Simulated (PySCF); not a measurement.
Job for PySCF: R-B3LYP/3-21G on CH6InN (SMILES [CH3][InH][NH2]), a point of a torsion scan.

```python
from pyscf import gto, scf, dft, mp
from pyscf.data.elements import chemcore

mol = gto.M(
    atom='''
    C    -1.56385457    0.15567897   -0.25783269
    In    0.28034456   -0.56980486    0.73227450
    N     2.08780193   -0.06983037   -0.06708724
    H    -2.11996818   -0.67497179   -0.68781698
    H    -2.20420635    0.68845532    0.44202262
    H    -1.24384497    0.83091163   -1.05066928
    H     0.39754758   -1.40317617    2.24422661
    H     2.85287773   -0.72264268    0.06248140
    H     2.06426028    0.16526834   -1.05413913
    ''',
    basis='3-21g',
    charge=0, spin=0, verbose=3, max_memory=1800)
mf = dft.RKS(mol, xc='b3lyp')
mf.conv_tol = 1e-8
mf.max_cycle = 100
mf.kernel()
if not mf.converged:
    mf = mf.newton().run(mf.mo_coeff, mf.mo_occ)
```

**Question.** Give the final energy of this run.

**Answer.** -5813.1765 hartree.
